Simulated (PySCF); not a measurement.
A calculated (M06-L, PySCF 2.14, jorge-DZP-DKH, the spin-free X2C one-electron Hamiltonian (Gaussian nucleus)) atom or ion has these occupied shells.

```
shell  electrons  orbital energy (eV)  rms radius, mean of both spins (bohr)
   1s          2             -14172.0                                 0.0478
   2s          2              -1879.0                                  0.199
   2p          6              -1658.3                                  0.177
   3s          2              -271.47                                  0.566
   3p          6              -199.81                                  0.583
   3d         10              -82.466                                  0.610
   4s          2              -23.617                                   1.70
   4p          6               -9.415                                   2.09
```

**Question.** Name the element and its charge.

**Answer.** Kr (krypton, neutral), in [Kr], closed-shell 1S.
